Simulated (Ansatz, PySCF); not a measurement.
System: GaCl2, charge 0, multiplicity 2. It need not be the lowest isomer of its formula. SMILES: [Cl][Ga][Cl]
Coordinates optimised at B3LYP-D3(BJ)/def2-TZVP (Ansatz, a program for electronic structure):
```xyz
3

Ga     0.3971    -0.0046     0.4212
Cl     0.9893     0.3312    -1.6546
Cl    -1.7134    -0.3228     0.8864
```
Charge 0, spin multiplicity 2.

Property: vertical ionisation energy (to the singlet state of charge +1; each state is the SCF solution reached for its spin), in eV. Cores are frozen in the correlated levels unless marked. UHF or UKS for open shells. Spin-orbit coupling is left out. Frozen are the shells of the preceding noble gas and the d and f shells that filled before the atom's block. Non-relativistic. CBS marks a two-point X^-3 extrapolation of the correlation energy; Hartree-Fock from the larger set. The bracket is a focal-point correction in the basis named.

```tsv
level	program	vertical ionisation energy (eV)
HF/def2-QZVPPD	Ansatz	9.07
PBE/def2-TZVPD	Ansatz	9.16
B3LYP/def2-TZVPD	Ansatz	9.36
BHLYP/def2-TZVPD	Ansatz	9.41
M06-2X/def2-TZVPD	PySCF	9.36
SCS-MP2/def2-SVPD	Ansatz	9.07
SCS-MP2/def2-TZVPPD	Ansatz	9.02
CCSD/def2-SVPD	Ansatz	9.14
CCSD/def2-TZVPPD	Ansatz	9.12
RI-MP2/CBS(def2-TZVPPD,def2-QZVPPD)+[CCSD(T)-MP2]/def2-TZVPPD	Ansatz	9.13
```

For comparison, minus the highest occupied orbital energy (PySCF): 8.16 eV at M06-2X/def2-TZVPD, 7.21 eV at PW6B95/def2-TZVPD, 9.84 eV at HF/def2-TZVPD.
